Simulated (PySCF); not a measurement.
```xyz
5

C     -1.0708    -0.2597     0.9624
C     -0.0390    -0.2281     0.3447
Se     1.5525    -0.3247    -0.5632
H     -1.9842    -0.2746     1.5051
H      1.5415     1.0871    -0.9905
```

Charge 0, multiplicity 1.

Problem. Give the Mulliken and meta-Löwdin atomic charges from PySCF 2.14.0 with ωB97X-D3(BJ)/def2-TZVP // B3LYP-D3(BJ)/def2-TZVP.

Solution. 
```
atom  Mulliken (e)  meta-Löwdin (e)
----  ------------  ---------------
C1           -0.19            -0.19
C2           -0.17            -0.20
Se3           0.05             0.15
H4            0.18             0.17
H5            0.12             0.07
```
